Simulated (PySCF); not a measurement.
Predicted microwave data (PBE0-D3(BJ)/def2-SVP geometry optimisation, gas phase in PySCF) for one isomer of C3H7FOSi:

- Rotational constants: A = 4395, B = 2302, C = 1726 MHz
- Dipole components: |μa| = 0.31 D, |μb| = 0.41 D, |μc| = 1.55 D
- Inertial defect: -41.75 u·Å²
- κ: -0.57

Question: Which candidate fits, each taken in the one conformer that was computed?
A. `[F:1][Si@H:2]1[CH2:3][CH2:4][CH2:5][O:6]1` with F1–Si2–C3–C4 130°, Si2–C3–C4–C5 -32°, C3–C4–C5–O6 41°, C4–C5–O6–Si2 -30°
B. `[F:1][CH2:2]/[CH:3]=[CH:4]\[O:5][SiH3:6]` with F1–C2–C3–C4 125°, C3–C4–O5–Si6 -161°
C. `[CH3:1][O:2][C@@H:3]1[SiH2:4][C@@H:5]1[F:6]` with C1–O2–C3–Si4 151°

Answer: C. It is CO[C@@H]1[SiH2][C@@H]1F, an asymmetric top, point group C1. The candidates at the same level (rigid rotor, commonest isotopes):

```
                 SMILES  A (MHz)  B (MHz)  C (MHz)  μa (D)  μb (D)  μc (D)  Δ (u·Å²)  point group                        rotor
CO[C@@H]1[SiH2][C@@H]1F     4395     2302     1726    0.31    0.41    1.55    -41.75           C1               asymmetric top
          F[Si@H]1CCCO1     5225     2461     1977    2.12    1.58    0.21    -46.42           C1               asymmetric top
         FC/C=C\O[SiH3]     8653     1075     1012    2.46    0.99    0.47    -29.07           C1  near-prolate asymmetric top
```

`FC/C=C\O[SiH3]` has A 97 % too high; `F[Si@H]1CCCO1` has A 19 % too high. No structure here is proved a minimum.
